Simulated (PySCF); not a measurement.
B(Br)2(Me) (CH3BBr2), SMILES CB(Br)Br.

The structure is a stationary point at B3LYP-D3(BJ)/def2-SVP.

All values below come from TDA-PBE/def2-SVPD (PySCF).

Vertical excitations.  State labels are in the subgroup Cs.

Computed lowest excited states:
| state | symmetry | energy (eV) | λ (nm) | f | main pairs |
|---|---|---|---|---|---|
| S1 | A" | 4.47 | 278 | 0.000 | HOMO→LUMO 100 % |
| S2 | A' | 4.85 | 256 | 0.000 | HOMO−1→LUMO 100 % |
| S3 | A" | 5.59 | 222 | 0.146 | HOMO−2→LUMO 90 % |
| S4 | A' | 6.44 | 193 | 0.068 | HOMO−3→LUMO 89 % |
| S5 | A" | 6.50 | 191 | 0.087 | HOMO→LUMO+1 91 % |
| S6 | A" | 6.67 | 186 | 0.001 | HOMO−4→LUMO 99 % |
| S7 | A' | 6.86 | 181 | 0.101 | HOMO−1→LUMO+1 93 % |
| S8 | A" | 6.93 | 179 | 0.000 | HOMO−2→LUMO+1 99 % |
| S9 | A" | 7.17 | 173 | 0.063 | HOMO→LUMO+2 89 % |
| S10 | A' | 7.23 | 171 | 0.002 | HOMO−5→LUMO 98 % |
| T1 | A" | 4.31 | 288 | 0 | HOMO→LUMO 100 % |
| T2 | A' | 4.62 | 268 | 0 | HOMO−1→LUMO 100 % |
| T3 | A" | 4.66 | 266 | 0 | HOMO−2→LUMO 100 % |
| T4 | A' | 5.23 | 237 | 0 | HOMO−3→LUMO 99 % |
Triplets are in the Tamm–Dancoff approximation.
